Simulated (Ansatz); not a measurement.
Start from `C[O][Zr]([OH])([NH]C(C)C)[O]C` and change one atom or group to get `C[O][Zr]([OH])([SeH])[O]C`.

Ansatz, PBE0-D4/def2-TZVP geometries, multiplicity 1. Each molecule was computed in one conformer, which needn't be the lowest.

Elements past krypton have def2 core potentials. Scalar relativity is left out up to krypton.

```csv
property,`C[O][Zr]([OH])([NH]C(C)C)[O]C`
HOMO energy (B3LYP/def2-TZVPP) / eV,-6.08
size of the dipole moment (B3LYP/def2-TZVPP) / D,0.22
size of the dipole moment (ωB97M-V/def2-TZVPP) / D,0.19
HOMO–LUMO gap (PBE0/def2-TZVPP) / eV,6.38
LUMO energy (ωB97M-V/def2-TZVPP) / eV,0.99
HOMO–LUMO gap (B3LYP/def2-TZVPP) / eV,5.91
```

(1) Give the same properties after the change, and the shifts. (An estimate is asked.)

Results:

(1) The calculation gave: 
```
                                          property  `C[O][Zr]([OH])([SeH])[O]C`  shift
               HOMO energy (B3LYP/def2-TZVPP) / eV                        -6.21  -0.13
  size of the dipole moment (B3LYP/def2-TZVPP) / D                         3.71   3.49
size of the dipole moment (ωB97M-V/def2-TZVPP) / D                         3.84   3.65
              HOMO–LUMO gap (PBE0/def2-TZVPP) / eV                         6.02  -0.36
             LUMO energy (ωB97M-V/def2-TZVPP) / eV                         0.69  -0.30
             HOMO–LUMO gap (B3LYP/def2-TZVPP) / eV                         5.56  -0.35
```

With PBE0 the HOMO falls by 0.15 eV and the LUMO falls by 0.51 eV, so the gap narrows by about 0.36 eV. PBE moves the HOMO by -0.32 eV and ωB97M-V by 0.03 eV. Dipoles are sizes alone; their direction can turn.

B3LYP here is the variant with VWN-RPA as its local correlation; programs differ in this.

Spin–orbit coupling is left out; it splits and shifts lone-pair levels of the heavy atoms by tenths of an eV.
